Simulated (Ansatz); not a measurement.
System: AlN, charge 0, triplet. AlN (SMILES [N]=[Al], triplet).
B3LYP-D3(BJ)/def2-TZVP minimum from Ansatz (a program for electronic structure):
```xyz
2

Al     0.0000     0.0000    -0.6274
N      0.0000     0.0000     1.1651
```
Charge 0, spin multiplicity 3.

Total energies in hartree (Ansatz). UHF or UKS for unpaired electrons; spin-orbit terms are left out. Correlated methods leave the cores frozen. No relativity. For partners of very few electrons the exact lower level stands in for a higher one. The UHF reference of AlN ([N]=[Al], triplet) is spin-contaminated (<S^2> up to 0.07 over the pure value in the sets run). The determinant of AlN ([N]=[Al], triplet) is a saddle point of the SCF energy; a lower one exists, which strains HF and MP2.

```csv
species,HF/cc-pV(T+d)Z,CCSD(T)/cc-pV(T+d)Z,HF/cc-pV(Q+d)Z,CCSD(T)/cc-pV(Q+d)Z,CCSDT(Q)/cc-pV(Q+d)Z
"1: AlN (SMILES [Al]=[N], triplet)",-296.30030,-296.52848,-296.30630,-296.54741,-296.55077
2: Al (doublet),-241.87908,-241.93131,-241.88044,-241.93374,-241.93420
3: N (quartet),-54.40069,-54.51471,-54.40372,-54.52482,-54.52521
```

Task: Work out the atomisation energy (electronic, to ground-state atoms) in kcal/mol: take Hartree-Fock from cc-pV(Q+d)Z, extrapolate the CCSD(T) correlation energy as X^-3 (X = 3, 4), and add CCSDT(Q) - CCSD(T) in cc-pV(Q+d)Z. 1 hartree = 627.51 kcal/mol.

Result: 
Species 1: correlation (64·(-0.24111) - 27·(-0.22818))/37 = -0.25055; step -0.00336; E1 = -296.30630 + (-0.25055) + (-0.00336) = -296.56021
Species 2: correlation (64·(-0.05330) - 27·(-0.05223))/37 = -0.05408; step -0.00046; E2 = -241.88044 + (-0.05408) + (-0.00046) = -241.93498
Species 3: correlation (64·(-0.12110) - 27·(-0.11402))/37 = -0.12627; step -0.00039; E3 = -54.40372 + (-0.12627) + (-0.00039) = -54.53038
-1·E1 +1·E2 +1·E3 = 0.09485 hartree = 59.5 kcal/mol.
